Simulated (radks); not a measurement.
The fluorine anion F-, [Ne], held by a Watson sphere: a shell of charge +1 at radius R that stands for the Madelung well of a crystal (potential energy -1/R inside, -1/r outside, in hartree with lengths in bohr). All-electron calculation, scalar-relativistic Kohn-Sham, LB94 model potential, spin-polarised, spherical densities, finite nucleus; Fermi nuclear charge, rms radius of each element as measured or else 0.836 A^(1/3) + 0.57 fm. Program: a radial shooting solver on a logarithmic mesh with Libxc functionals. Response by self-consistent Sternheimer equations with the Hartree and adiabatic LDA kernel, the relativistic mass of each level held fixed and spin-orbit coupling left out. The sphere does not respond.

| R (bohr) | e(1s) (eV) | e(2s) (eV) | e(2p) (eV) | <r> 2p (bohr) | sum of <r^2> (bohr^2) | X-ray form factor at sin(theta)/lambda = 0.1 1/angstrom | alpha (bohr^3) |
|---|---|---|---|---|---|---|---|
| 1.75 | -686.31 | -34.309 | -16.305 | 1.170 | 13.78 | 9.076 | 5.677 |
| 2.16 | -685.30 | -32.665 | -14.798 | 1.197 | 14.47 | 9.038 | 6.831 |
| 2.26 | -685.04 | -32.313 | -14.465 | 1.202 | 14.61 | 9.030 | 7.105 |
| 2.36 | -684.78 | -31.978 | -14.145 | 1.207 | 14.73 | 9.024 | 7.375 |
| 2.45 | -684.56 | -31.691 | -13.868 | 1.210 | 14.84 | 9.019 | 7.613 |
| 2.57 | -684.26 | -31.328 | -13.516 | 1.215 | 14.97 | 9.012 | 7.921 |
| 2.69 | -683.97 | -30.985 | -13.182 | 1.219 | 15.08 | 9.007 | 8.218 |
| 3.88 | -681.62 | -28.449 | -10.665 | 1.239 | 15.75 | 8.977 | 10.45 |
